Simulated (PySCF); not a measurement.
Ligands exchanged one at a time, Al CH3-I. Gas-phase values, no solvent. Strings in code marks are SMILES.

The HOMO from two functionals at the same geometries (PBE0-D3(BJ)/def2-TZVP), both in PySCF: PBE-D3(BJ)/def2-TZVP and ωB97X-D3(BJ)/def2-TZVP. 

```csv
species,PBE-D3(BJ)/def2-TZVP (eV)
0 of 3 CH3 replaced by I (`[CH3][Al]([CH3])[CH3]`),-6.25
1 of 3 CH3 replaced by I,-6.18
2 of 3 CH3 replaced by I,-6.49
3 of 3 CH3 replaced by I (`[I][Al]([I])[I]`),-6.61
```

Question: What does ωB97X-D3(BJ)/def2-TZVP give for each?

Answer: 
- 0 of 3 CH3 replaced by I (`[CH3][Al]([CH3])[CH3]`): -10.00
- 1 of 3 CH3 replaced by I: -9.62
- 2 of 3 CH3 replaced by I: -9.87
- 3 of 3 CH3 replaced by I (`[I][Al]([I])[I]`): -9.99
Over these rows, drawn at random from the members with no instability flagged (it was tested for open shells, ions and some series alone), PBE minus ωB97X-D3(BJ): mean +3.49 eV, from +3.38 eV to +3.75 eV.
